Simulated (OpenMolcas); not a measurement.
# 4d⁶ along the 42-electron sequence

```json
{"Program": "OpenMolcas 26.06", "Method": "CASSCF", "Basis": "ANO-R2", "Scalar Hamiltonian": "X2C, finite nucleus", "Spin-orbit coupling": "RASSI with atomic mean-field integrals over the reference wave functions, term energies averaged over their components"}
```

Active space for each ion: 6 electrons in 10 orbitals (4d 5d).

Computed levels in cm-1 above ⁵D₄:

```json
{"Level": "⁵D₃", "Rh3+": "1488", "Pd4+": "1976", "Ag5+": "2484"}
{"Level": "⁵D₂", "Rh3+": "2365", "Pd4+": "3073", "Ag5+": "3796"}
{"Level": "⁵D₁", "Rh3+": "2933", "Pd4+": "3807", "Ag5+": "4706"}
{"Level": "⁵D₀", "Rh3+": "3204", "Pd4+": "4153", "Ag5+": "5130"}
{"Level": "³H₆", "Rh3+": "19867", "Pd4+": "21881", "Ag5+": "24110"}
{"Level": "³H₅", "Rh3+": "20312", "Pd4+": "22381", "Ag5+": "24657"}
{"Level": "³P₂(1)", "Rh3+": "20989", "Pd4+": "22927", "Ag5+": "25124"}
{"Level": "³F₄(1)", "Rh3+": "22682", "Pd4+": "25220", "Ag5+": "28062"}
{"Level": "³F₃(1)", "Rh3+": "23085", "Pd4+": "25475", "Ag5+": "28125"}
{"Level": "weight of ⁵D in the lowest level (%)", "Rh3+": "99", "Pd4+": "98", "Ag5+": "98"}
```

Mixed levels, with the weight of the term that names them: Rh3+ ³F₄(1) (64 %), Pd4+ ³F₄(1) (57 %), Ag5+ ³F₄(1) (53 %).

Measured, with the error of the calculation in %. Measured levels: Ag5+ from the list in Gamrath, thesis, University of Mons (2023).

```csv
Level,Ag5+
⁵D₃,2692 (-7.7)
⁵D₂,3953 (-4.0)
⁵D₁,4941 (-4.8)
⁵D₀,5380 (-4.7)
³H₆,21512 (+12.1)
³H₅,21812 (+13.0)
³P₂(1),21042 (+19.4)
³F₃(1),24441 (+15.1)
```

The fine-structure level ⁵D₀ changes by a factor of 1.6 from Rh3+ to Ag5+. Its fourth root runs 7.52, 8.03, 8.46, with steps per unit of Z of 0.50, 0.44; equal steps would mean a (Z - σ)^4 law with constant σ.

³H₆ changes by a factor of 1.21 over the same range, with steps per unit of Z of +2010, +2230 cm-1.

Without dynamic correlation excited terms often stand tens of per cent too high (terms of higher spin than the ground term too low), and those without a measured partner can miss by more than the paired ones. Active for correlation alone: 5d; no level in the range computed is led by a configuration that fills it, so any true level of that kind is missing. Computed and measured levels are paired by configuration, term and J; levels that our copy of the source lacks, or whose pairing is in doubt (as where it misses far off the trend of its configuration), stay unpaired and out of the deviations. Levels of configurations outside the active space are missing.

A number in round brackets counts repeated terms of one configuration in the order of the reference energies.
